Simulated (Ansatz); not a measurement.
These are Ansatz (a first-principles code) with frozen-core CCSD(T)/def2-TZVPP // PBE0-D3(BJ)/def2-TZVP values and carry that method's errors.

Ansatz 0.2 input:
```yaml
crystal:
  periodic: [false, false, false]
  atoms:
    - { symbol: Te, position_ang: [-0.000811, 0.778395, -0.000001] }
    - { symbol: H, position_ang: [-1.173666, -0.390423, 0.000005] }
    - { symbol: H, position_ang: [1.174476, -0.387971, -0.000003] }
basis:
  gaussian: { orbitals: def2-TZVPP }
correlation:
  method: ccsd_t
```

Output:

```
Functional definition: HF
622 factors; integrals over basis functions are off by at most 6.3e-4 eV
mean field evaluation 1: about -7296.3742 eV, gradient 8.5e0 eV
mean field evaluation 2: about -7296.3791 eV, gradient 8.5e0 eV
mean field evaluation 4: about -7296.8172 eV, gradient 1.7e0 eV
mean field evaluation 8: about -7296.8280 eV, gradient 4.1e-5 eV
mean field evaluation 16: about -7296.8269 eV, gradient 3.6e-1 eV
mean field -7296.82797078 eV, -268.1534819587 hartree, gradient 6.9e-6 eV, S^2 0.000000; 0 other end points of the search recorded, 0 dependent functions left out
4 core orbitals not correlated
reference -7296.82797078 eV, -268.1534819587 hartree; 9, 9 occupied and 65, 65 virtual orbitals, 622 factors
second order -12.99849085 eV of doubles, -0.00000000 eV of singles
cycle   1  -12.36944952 eV  change    6.3e-1 eV  update   7.1e-2
cycle   2  -12.69655689 eV  change   -3.3e-1 eV  update   1.9e-2
cycle   3  -12.71219535 eV  change   -1.6e-2 eV  update   8.5e-3
cycle   4  -12.70283915 eV  change    9.4e-3 eV  update   2.1e-3
cycle   5  -12.70449159 eV  change   -1.7e-3 eV  update   7.4e-4
cycle   6  -12.70452557 eV  change   -3.4e-5 eV  update   2.1e-4
cycle   7  -12.70439383 eV  change    1.3e-4 eV  update   5.7e-5
cycle   8  -12.70444441 eV  change   -5.1e-5 eV  update   1.5e-5
cycle   9  -12.70444449 eV  change   -8.3e-8 eV  update   3.8e-6
perturbative correction -0.27148036 eV, -0.0099767192 hartree
Total energy: -7309.80389563 eV, -268.6303384015 hartree
```

Cost: around 4 core-seconds (rough).
